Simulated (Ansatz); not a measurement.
## Energy profile

The step: CH₆Sn ([CH3][SnH3]) + HCl → SnH₃Cl ([Cl][SnH3]) + CH₄; bonds formed: Sn1–Cl7, C2–H6; bonds broken: Sn1–C2, H6–Cl7 (atoms numbered as in the saddle structure below).

Sn1  (-1.049, -0.489, -0.431)
C2  (1.153, 0.006, 0.243)
H3  (-0.435, -2.012, -0.965)
H4  (-2.076, -0.752, 0.885)
H5  (-1.523, 0.407, -1.782)
H6  (0.235, 0.939, 0.455)
Cl7  (-0.887, 2.148, 0.746)
H8  (1.757, 0.797, 0.705)
H9  (1.244, -0.870, 0.885)
H10  (1.582, -0.175, -0.743)
(Å)

Electronic energies by CCSD(T) at an estimated basis limit (MP2 extrapolated from triple and quadruple zeta, plus CCSD(T) − MP2 in triple zeta), on PBE0-D4/def2-TZVP structures; CH7ClSn, singlet; no counterpoise correction. Program: Ansatz 0.2.0. Basis: def2-TZVPP and def2-QZVPP. Cores are frozen in the correlated methods. Filled d shells of the heavier atoms are correlated. Core potentials replace the inner electrons of the atoms past krypton. The def2 sets are not built for correlating such inner shells, so the correlated values are less sure here. Extrapolation: Hartree–Fock as exp(−7.88 √X), correlation as X^−2.97.

Problem. Give the profile in kJ/mol, counted from the separated reactants. (Judge from chemistry; the value comes from the calculation.)

Solution. The calculation gives:
| point | kJ/mol |
| --- | --- |
| separated: CH6Sn (linked as [CH3][SnH3]; Sn1, C2, H3, H4, H5, H8, H9, H10; singlet) + HCl (H6, Cl7; singlet) | 0.0 |
| start structure | -9.0 |
| saddle | 121.9 |
| end structure | -117.0 |
| separated: SnH3Cl (linked as [Cl][SnH3]; Sn1, H3, H4, H5, Cl7; singlet) + CH4 (C2, H6, H8, H9, H10; singlet) | -112.2 |

The T1 diagnostic stays at or below 0.012. The end structure is not quite a true minimum (one mode of 34i cm⁻¹).

For scale, one of the runs: CCSD(T)/def2-TZVPP, 221 basis functions, launched by `ansatz run in.yaml --threads 4 --pin off --events-out ev --progress --plain --max-ram 9574MiB`. Time: 120 s of wall clock on 4 CPU threads of an Intel Xeon; the host was shared. Peak host memory: 3.7 GiB.
